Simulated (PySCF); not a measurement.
FGeH2 (charge -1).
SMILES: `[F][GeH2-]`

The closed-shell ground state was solved at several levels (PySCF, density fitting, gas phase). Geometry: PBE0-D3(BJ)/def2-SVP; no solvent, vibrations or thermal averaging. Relativistic effects, spin–orbit coupling among them, are left out although an element past zinc is present. Where the HOMO energy is positive, the finite basis confines the outermost electrons. No diffuse functions stand in pcJ-1 (pcSseg-1 on Ge), pcSseg-1 and pcSseg-2, which bears on an anion's orbital energies.

```tsv
level	basis functions	total energy (Eh)	HOMO (eV)	LUMO (eV)	gap (eV)
CAM-B3LYP/def2-SVPD	77	-2177.8660	-1.42	5.58	7.00
PBE/pcSseg-2	127	-2177.7796	0.83	4.44	3.61
PBE0/pcSseg-1	68	-2177.5041	0.03	6.05	6.02
```

Q: What might B3LYP/pcJ-1 (pcSseg-1 on Ge) (88 basis functions) give for the same quantities?

A: Total energy -2177.9344 Eh, HOMO 0.22 eV, LUMO 5.90 eV, gap 5.68 eV.

Q: Over all these levels, which gives the widest orbital gap and which the narrowest?

A: CAM-B3LYP/def2-SVPD (range-separated hybrid) has the widest, 7.00 eV, and PBE/pcSseg-2 (GGA) the narrowest, 3.61 eV. Functional and basis both differ between the two, so the spread mixes both effects.
